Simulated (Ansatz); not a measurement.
Born–Oppenheimer molecular dynamics of a periodic cell of 12 atoms, H (contents 6 H2, density as packed 0.11 g/cm³ with natural masses). It goes on from the last frame of an earlier run, with new velocities.

The calculation used DFT r2SCAN-D3(BJ), scalar-relativistic, plane waves, PAW in Ansatz 0.2.0. Settings: accuracy low, cutoff 500 eV, k mesh 1x1x1, fermi-dirac smearing 0.02 eV, no spin polarisation.

```
ensemble        : NVT, Langevin thermostat
time step       : 0.5 fs
steps asked     : 180
set temperature : 700 K
friction        : 0.005 /fs
seed            : 502681
```

Frames 0.5 fs apart, positions in Å, forces in eV/Å.

Velocities at 40.0 fs (Å/ps):

```
H 1.68 -17.40 -6.47
H -45.97 35.25 13.81
H 1.21 -31.34 -19.26
H -16.77 -12.45 -3.66
H 6.79 13.23 3.87
H -27.89 4.77 32.28
H -0.60 9.84 5.59
H 32.43 -58.42 13.02
H 48.45 52.00 -3.48
H -5.63 41.51 -13.89
H 28.87 14.24 -19.59
H -27.01 5.08 -8.96
```

```xyz
12
Lattice="5.6462 0.0000 0.0000 0.0000 5.6462 0.0000 0.0000 0.0000 5.6462" Properties=species:S:1:pos:R:3:forces:R:3 time_fs=40.0 energy_less_start_eV=0.145 T=734
H 1.533 4.643 4.429 -0.19 0.12 1.57
H 1.435 4.735 5.210 0.23 -0.22 -1.62
H 3.490 0.431 0.225 -0.23 0.26 -0.93
H 3.627 0.167 0.868 0.20 -0.53 1.11
H 5.458 0.517 4.071 -1.23 1.77 -1.08
H 5.036 1.132 3.710 1.24 -1.79 0.99
H 3.487 2.617 5.402 -0.18 0.37 0.16
H 3.805 2.142 4.952 0.18 -0.03 -0.25
H 2.103 2.818 2.430 0.14 0.20 -0.63
H 1.950 2.593 3.100 -0.16 -0.21 0.60
H 6.392 6.486 1.378 0.00 -0.14 -0.04
H 6.340 5.789 1.127 0.00 0.22 0.12
12
Lattice="5.6462 0.0000 0.0000 0.0000 5.6462 0.0000 0.0000 0.0000 5.6462" Properties=species:S:1:pos:R:3:forces:R:3 time_fs=40.5 energy_less_start_eV=0.160 T=720
H 1.534 4.634 4.428 -0.28 0.22 1.86
H 1.412 4.752 5.215 0.32 -0.32 -1.91
H 3.490 0.417 0.215 -0.18 0.16 -0.74
H 3.619 0.160 0.867 0.15 -0.45 0.93
H 5.461 0.526 4.072 -1.22 1.67 -1.00
H 5.024 1.133 3.728 1.24 -1.70 0.90
H 3.486 2.622 5.406 0.28 -0.33 -0.48
H 3.822 2.113 4.958 -0.29 0.69 0.39
H 2.127 2.844 2.427 0.11 0.14 -0.44
H 1.947 2.614 3.094 -0.13 -0.16 0.41
H 6.406 6.493 1.368 -0.03 -0.27 -0.08
H 6.326 5.792 1.124 0.02 0.35 0.17
12
Lattice="5.6462 0.0000 0.0000 0.0000 5.6462 0.0000 0.0000 0.0000 5.6462" Properties=species:S:1:pos:R:3:forces:R:3 time_fs=41.0 energy_less_start_eV=0.169 T=698
H 1.533 4.625 4.430 -0.35 0.29 1.97
H 1.390 4.768 5.216 0.40 -0.40 -2.03
H 3.490 0.405 0.204 -0.11 0.02 -0.41
H 3.611 0.151 0.868 0.08 -0.32 0.61
H 5.461 0.539 4.070 -1.10 1.43 -0.84
H 5.014 1.129 3.747 1.13 -1.47 0.73
H 3.486 2.628 5.410 0.64 -0.90 -0.92
H 3.837 2.085 4.965 -0.66 1.28 0.83
H 2.152 2.871 2.423 0.03 0.04 -0.13
H 1.943 2.633 3.088 -0.05 -0.05 0.10
H 6.423 6.498 1.358 -0.06 -0.36 -0.11
H 6.312 5.796 1.122 0.05 0.44 0.20
12
Lattice="5.6462 0.0000 0.0000 0.0000 5.6462 0.0000 0.0000 0.0000 5.6462" Properties=species:S:1:pos:R:3:forces:R:3 time_fs=41.5 energy_less_start_eV=0.162 T=703
H 1.532 4.616 4.436 -0.39 0.35 1.90
H 1.368 4.783 5.212 0.44 -0.46 -1.96
H 3.490 0.393 0.192 -0.04 -0.14 -0.02
H 3.603 0.141 0.869 0.01 -0.17 0.22
H 5.460 0.554 4.067 -0.81 1.01 -0.59
H 5.008 1.123 3.768 0.85 -1.05 0.47
H 3.488 2.632 5.410 0.86 -1.26 -1.15
H 3.849 2.061 4.974 -0.88 1.66 1.05
H 2.177 2.897 2.418 -0.10 -0.10 0.25
H 1.939 2.650 3.084 0.08 0.09 -0.28
H 6.440 6.503 1.349 -0.09 -0.41 -0.11
H 6.299 5.801 1.121 0.07 0.49 0.22
12
Lattice="5.6462 0.0000 0.0000 0.0000 5.6462 0.0000 0.0000 0.0000 5.6462" Properties=species:S:1:pos:R:3:forces:R:3 time_fs=42.0 energy_less_start_eV=0.145 T=701
H 1.530 4.608 4.448 -0.39 0.35 1.66
H 1.347 4.798 5.203 0.44 -0.46 -1.72
H 3.491 0.380 0.179 0.02 -0.30 0.40
H 3.595 0.130 0.871 -0.06 -0.02 -0.19
H 5.456 0.572 4.061 -0.33 0.38 -0.25
H 5.004 1.114 3.789 0.38 -0.43 0.12
H 3.493 2.633 5.407 0.95 -1.45 -1.21
H 3.859 2.041 4.985 -0.97 1.85 1.12
H 2.203 2.922 2.413 -0.25 -0.25 0.61
H 1.935 2.666 3.079 0.23 0.23 -0.64
H 6.457 6.506 1.338 -0.11 -0.40 -0.11
H 6.286 5.808 1.120 0.09 0.50 0.22
12
Lattice="5.6462 0.0000 0.0000 0.0000 5.6462 0.0000 0.0000 0.0000 5.6462" Properties=species:S:1:pos:R:3:forces:R:3 time_fs=42.5 energy_less_start_eV=0.133 T=705
H 1.526 4.601 4.462 -0.32 0.29 1.23
H 1.329 4.812 5.189 0.38 -0.40 -1.29
H 3.492 0.366 0.165 0.06 -0.44 0.78
H 3.587 0.118 0.873 -0.10 0.11 -0.57
H 5.453 0.591 4.055 0.34 -0.40 0.13
H 5.001 1.104 3.810 -0.28 0.35 -0.27
H 3.499 2.630 5.402 0.95 -1.47 -1.15
H 3.866 2.027 4.999 -0.98 1.89 1.06
H 2.228 2.946 2.412 -0.39 -0.35 0.84
H 1.931 2.683 3.073 0.37 0.33 -0.88
H 6.474 6.509 1.327 -0.13 -0.37 -0.09
H 6.273 5.816 1.121 0.10 0.46 0.20
12
Lattice="5.6462 0.0000 0.0000 0.0000 5.6462 0.0000 0.0000 0.0000 5.6462" Properties=species:S:1:pos:R:3:forces:R:3 time_fs=43.0 energy_less_start_eV=0.131 T=690
H 1.520 4.595 4.478 -0.18 0.14 0.61
H 1.311 4.824 5.171 0.23 -0.26 -0.68
H 3.493 0.351 0.153 0.08 -0.53 1.06
H 3.576 0.106 0.873 -0.12 0.20 -0.84
H 5.451 0.609 4.050 1.07 -1.18 0.46
H 4.998 1.096 3.830 -1.01 1.12 -0.61
H 3.507 2.624 5.394 0.85 -1.34 -1.00
H 3.870 2.018 5.014 -0.88 1.76 0.92
H 2.253 2.968 2.415 -0.48 -0.40 0.94
H 1.927 2.699 3.065 0.46 0.38 -0.97
H 6.492 6.510 1.316 -0.12 -0.29 -0.06
H 6.261 5.825 1.122 0.10 0.39 0.17
12
Lattice="5.6462 0.0000 0.0000 0.0000 5.6462 0.0000 0.0000 0.0000 5.6462" Properties=species:S:1:pos:R:3:forces:R:3 time_fs=43.5 energy_less_start_eV=0.130 T=697
H 1.515 4.589 4.494 0.04 -0.09 -0.10
H 1.292 4.836 5.152 0.01 -0.02 0.04
H 3.495 0.334 0.144 0.08 -0.56 1.17
H 3.566 0.094 0.871 -0.11 0.23 -0.97
H 5.452 0.624 4.045 1.65 -1.71 0.65
H 4.993 1.092 3.849 -1.59 1.65 -0.80
H 3.516 2.615 5.384 0.64 -1.00 -0.74
H 3.872 2.012 5.032 -0.68 1.43 0.66
H 2.276 2.989 2.420 -0.52 -0.41 0.92
H 1.923 2.716 3.055 0.50 0.39 -0.96
H 6.510 6.510 1.304 -0.11 -0.20 -0.03
H 6.249 5.835 1.125 0.08 0.30 0.15
12
Lattice="5.6462 0.0000 0.0000 0.0000 5.6462 0.0000 0.0000 0.0000 5.6462" Properties=species:S:1:pos:R:3:forces:R:3 time_fs=44.0 energy_less_start_eV=0.116 T=676
H 1.508 4.583 4.509 0.29 -0.38 -0.78
H 1.274 4.849 5.134 -0.24 0.27 0.71
H 3.498 0.315 0.137 0.06 -0.54 1.15
H 3.555 0.083 0.867 -0.09 0.21 -0.95
H 5.457 0.634 4.042 1.85 -1.82 0.63
H 4.986 1.092 3.866 -1.78 1.76 -0.79
H 3.527 2.604 5.371 0.31 -0.45 -0.38
H 3.872 2.009 5.050 -0.35 0.87 0.32
H 2.298 3.008 2.426 -0.50 -0.37 0.80
H 1.922 2.733 3.042 0.48 0.35 -0.83
H 6.528 6.512 1.293 -0.11 -0.17 -0.02
H 6.238 5.846 1.129 0.08 0.27 0.14
12
Lattice="5.6462 0.0000 0.0000 0.0000 5.6462 0.0000 0.0000 0.0000 5.6462" Properties=species:S:1:pos:R:3:forces:R:3 time_fs=44.5 energy_less_start_eV=0.085 T=691
H 1.502 4.576 4.522 0.52 -0.65 -1.25
H 1.256 4.862 5.117 -0.47 0.54 1.19
H 3.501 0.295 0.134 0.03 -0.46 0.95
H 3.545 0.074 0.860 -0.06 0.15 -0.76
H 5.467 0.640 4.039 1.54 -1.45 0.43
H 4.973 1.095 3.880 -1.47 1.38 -0.60
H 3.539 2.592 5.358 -0.12 0.28 0.02
H 3.872 2.008 5.067 0.07 0.13 -0.06
H 2.317 3.026 2.435 -0.39 -0.27 0.57
H 1.921 2.751 3.026 0.38 0.25 -0.60
H 6.548 6.513 1.282 -0.14 -0.20 -0.02
H 6.227 5.857 1.133 0.12 0.31 0.14
12
Lattice="5.6462 0.0000 0.0000 0.0000 5.6462 0.0000 0.0000 0.0000 5.6462" Properties=species:S:1:pos:R:3:forces:R:3 time_fs=45.0 energy_less_start_eV=0.060 T=708
H 1.498 4.567 4.532 0.62 -0.78 -1.36
H 1.236 4.876 5.104 -0.57 0.66 1.30
H 3.505 0.273 0.133 0.00 -0.34 0.57
H 3.535 0.064 0.851 -0.03 0.03 -0.40
H 5.481 0.642 4.035 0.84 -0.76 0.16
H 4.957 1.103 3.893 -0.77 0.70 -0.34
H 3.551 2.581 5.344 -0.60 1.13 0.40
H 3.873 2.008 5.084 0.54 -0.72 -0.43
H 2.335 3.043 2.446 -0.21 -0.14 0.28
H 1.920 2.769 3.010 0.20 0.12 -0.32
H 6.566 6.515 1.271 -0.19 -0.26 -0.03
H 6.216 5.868 1.139 0.16 0.36 0.14
12
Lattice="5.6462 0.0000 0.0000 0.0000 5.6462 0.0000 0.0000 0.0000 5.6462" Properties=species:S:1:pos:R:3:forces:R:3 time_fs=45.5 energy_less_start_eV=0.063 T=702
H 1.493 4.557 4.537 0.57 -0.73 -1.13
H 1.215 4.892 5.093 -0.51 0.60 1.07
H 3.509 0.251 0.133 -0.02 -0.18 0.06
H 3.526 0.054 0.841 -0.01 -0.11 0.10
H 5.496 0.643 4.032 0.02 -0.05 -0.07
H 4.940 1.112 3.906 0.05 -0.03 -0.12
H 3.562 2.573 5.331 -1.01 1.89 0.67
H 3.877 2.005 5.101 0.94 -1.48 -0.67
H 2.352 3.059 2.456 0.00 -0.01 0.00
H 1.921 2.788 2.995 -0.01 -0.02 -0.03
H 6.585 6.516 1.260 -0.26 -0.35 -0.03
H 6.203 5.879 1.146 0.24 0.45 0.15
```

Of the whole run (90 fs, mean temperature of the second half 763 K): A run of 0.09 ps of so small a system gives no equilibrium averages. Limits of this set-up: coarse k mesh, low accuracy level.

Run time: 14 min on 1 thread of Arm Neoverse V1, with other jobs on the host, peak memory 0.32 GiB.
